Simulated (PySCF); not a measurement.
PySCF 2.14 output of an unrestricted PBE calculation on a single atom or ion in aug-cc-pVDZ-PP with ECP10MDF, with a scalar-relativistic core potential:

```
SCF conv_tol = 1e-09
number electrons alpha = 10  beta = 9
    J. P. Perdew, K. Burke, and M. Ernzerhof.,  Phys. Rev. Lett. 77, 3865 (1996)
    J. P. Perdew, K. Burke, and M. Ernzerhof.,  Phys. Rev. Lett. 78, 1396 (1997)
    J. P. Perdew, K. Burke, and M. Ernzerhof.,  Phys. Rev. Lett. 77, 3865 (1996)
    J. P. Perdew, K. Burke, and M. Ernzerhof.,  Phys. Rev. Lett. 78, 1396 (1997)
cycle= 1 E= -258.164809868302  delta_E= -0.00519  |g|= 0.0467  |ddm|= 0.491
cycle= 2 E= -258.165470347903  delta_E= -0.00066  |g|= 0.0202  |ddm|= 0.134
cycle= 3 E= -258.165628352931  delta_E= -0.000158  |g|= 3.61e-05  |ddm|= 0.04
cycle= 4 E= -258.165628353587  delta_E= -6.56e-10  |g|= 7.99e-07  |ddm|= 9.93e-05
converged SCF energy = -258.165628353587  <S^2> = 0.75049588  2S+1 = 2.0004958
```

The run itself started from symmetry-adapted Hartree-Fock orbitals and held the occupation by maximum overlap, on a logarithmic radial grid, so the iterations belong to that start.

Q: Which element, charge and spin multiplicity is this?

A: Ga(2+) (gallium, charge +2), multiplicity 2; the state was [Ar] 3d10 4p1, 2P determinant (an excited configuration).

Energies and moments cover only the electrons outside the core potential.
